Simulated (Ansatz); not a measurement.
`[SiH3][CH2][SbH2]` + `C=N` → `C=NC[SiH3]` + `[SbH3]`  (substitution at a C–Sb bond)

Calculated with Ansatz (gas phase, PBE0-D4/def2-TZVP geometries, no zero-point term in ΔE). CBS: MP2 limit from def2 TZ/QZ plus the TZ coupled-cluster correction, frozen cores. This one scheme is used for every species. Functionals use def2-TZVPP. HSE06 is defined as in plane-wave codes. Elements past krypton have def2 core potentials. For Sb outer-core shells are correlated without core-valence functions, which leaves a few kJ/mol of doubt a bond. One conformer a species, not always the lowest.

```json
{"level": "r2SCAN-D4", "ΔE (kcal/mol)": "9.0"}
{"level": "HSE06-D4", "ΔE (kcal/mol)": "9.3"}
{"level": "ωB97X-V", "ΔE (kcal/mol)": "9.2"}
{"level": "B2PLYP", "ΔE (kcal/mol)": "9.6"}
{"level": "BLYP", "ΔE (kcal/mol)": "7.5"}
{"level": "CAM-B3LYP", "ΔE (kcal/mol)": "7.5"}
{"level": "RPA@PBE/def2-TZVPP", "ΔE (kcal/mol)": "11.0"}
{"level": "MP2/def2-SVP", "ΔE (kcal/mol)": "7.2"}
```

(1) What does CCSD(T)/CBS give? (Best estimate.)

Largest T1 diagnostic among the species: 0.014.

Results:

(1) The calculation gave: +12.3 kcal/mol. The listed levels differ from it by -3.3, -3.0, -3.1, -2.7, -4.8, -4.8, -1.3, -5.1 kcal/mol.

From BLYP to BHLYP (50 % exact exchange), in def2-TZVPP and without D4, ΔE moves by +0.8 kcal/mol. At CCSD(T), def2-SVP lies −6.3 kcal/mol from the extrapolated value and def2-TZVPP −1.3 kcal/mol.
